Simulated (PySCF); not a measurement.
## How methods differ on the ionisation energy of Eu(59+)

Eu(59+) [He] 2s2 (1S) → Eu(60+) [He] 2s1 (2S), as a difference of total energies. All numbers are calculated (PySCF 2.14, scalar relativity by spin-free X2C-1e, in an uncontracted even-tempered set (19 s from 37 bohr⁻², ratio 2.2; 8 p from 56 bohr⁻², ratio 2.4; 5 d from 170 bohr⁻², ratio 2.4; 5 f from 250 bohr⁻², ratio 2.4; 4 g from 380 bohr⁻², ratio 2.4)). Correlated levels: nothing frozen; virtual orbitals above 40 to 60 times the deepest correlated orbital energy dropped. The calculations carry no spin-orbit coupling.

```csv
method,ionisation energy (eV)
UHF,13478.5
LDA,13471.2
PBE,13485.6
PBE0,13484.2
r2SCAN,13476.1
r2SCAN0,13477.1
MN15,13499.2
MP2 (all electrons),13483.8
SCS-MP2 (all electrons),13484.8
```

Problem. How much does correlation contribute at MP2 (all electrons)?

Solution. 13483.8 − (13478.5) = 5.3 eV, measured against UHF.

For this ion Breit and QED terms and the two-electron picture change, all absent here, outweigh the differences among the correlated methods.

For comparison: 13462 ± 7 eV (theoretical estimate listed by NIST; NIST Atomic Spectra Database, ionization energies).
